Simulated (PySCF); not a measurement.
Frontier orbitals and the lowest excitations

Compound: C2H9AlS.
Z-matrix (Å and degrees, PBE0-D3(BJ)/def2-SVP geometry), rows numbered from 1:
```
C 
S   1  1.8038
C   2  1.8046  1  101.18
Al  2  2.4690  1  100.58  3  -103.28
H   1  1.0987  2  109.89  3   -65.76
H   1  1.0996  2  110.32  3    56.99
H   1  1.0982  2  106.64  3   175.68
H   3  1.0989  2  109.81  1    65.82
H   3  1.0985  2  106.63  1  -175.55
H   3  1.0993  2  110.29  1   -56.87
H   4  1.6024  2   98.58  1   170.90
H   4  1.6026  2   98.56  1   -67.16
H   4  1.6104  2   96.15  1    51.89
```

Theory: PySCF 2.14.0, density-fitted response routines, TDDFT CAM-B3LYP/def2-SVPD, vertical, gas phase, core orbitals frozen in the response.

Kohn–Sham orbitals with the atoms that hold most of them (Löwdin shares over 4%, at most four atoms; ? is withheld):

```csv
orbital,ε (eV),atoms
HOMO-3,-11.23,"S2 44%, C3 11%, C1 11%, Al4 11%"
HOMO-2,-9.37,"S2 54%, Al4 13%, C1 8%, C3 8%"
HOMO-1,-9.05,"Al4 38%, H12 28%, H11 28%"
HOMO,-8.99,?
LUMO,0.74,?
LUMO+1,0.89,"S2 50%, C3 10%, C1 10%, Al4 5%"
LUMO+2,1.13,"Al4 49%, S2 17%, H11 6%, H12 6%"
```

(1) Which atoms hold the LUMO, and with what shares?

(2) Which atoms hold the HOMO, and with what shares?

(3) How does S1 compare with the orbital gap of 9.72 eV?

(4) Give energy, strength and leading configuration of S1, S4, S5 and S6, and follow the Löwdin shares of the leading atoms from the occupied to the empty orbital.

Results:

(1) S2 (bonded to Al and 2 C) 32%; Al4 (bonded to S and 3 H) 14%; C3 (bonded to S and 3 H) 10%; C1 (bonded to S and 3 H) 10%. By element: sulfur 32%, carbon 20%, aluminium 14%.

(2) H13 (bonded to Al) 37%; Al4 (bonded to S and 3 H) 36%; H11 (bonded to Al) 10%; H12 (bonded to Al) 9%. By element: hydrogen 55% or more, aluminium 36%.

(3) S1 is at 6.53 eV (f = 0.0031), 3.19 eV below the gap, made of HOMO-2→LUMO+1 (76%), HOMO-2→LUMO+7 (11%). Its leading pair isn't HOMO and LUMO; the energies of that pair differ by 10.27 eV. Without the coupling terms of the response equations the lowest excitation would equal the gap.

(4) 
- S1 (6.53 eV, f 0.0031), HOMO-2→LUMO+1 (76%): S2 54% → 50%, Al4 13% → 5%, C3 8% → 10%
- S4 (7.18 eV, f 0.066), HOMO-2→LUMO (86%): S2 54% → 32%, Al4 13% → 14%
- S5 (7.29 eV, f 0.0029), HOMO→LUMO+1 (80%): H13 37% → at most 5%, Al4 36% → 5%, S2 at most 9% → 50%, C3 at most 9% → 10%
- S6 (7.42 eV, f 0.065), HOMO-1→LUMO+1 (76%): Al4 38% → 5%, H12 28% → at most 5%, S2 at most 4% → 50%, C3 at most 4% → 10%

Löwdin shares depend on the basis, the more so with diffuse functions.
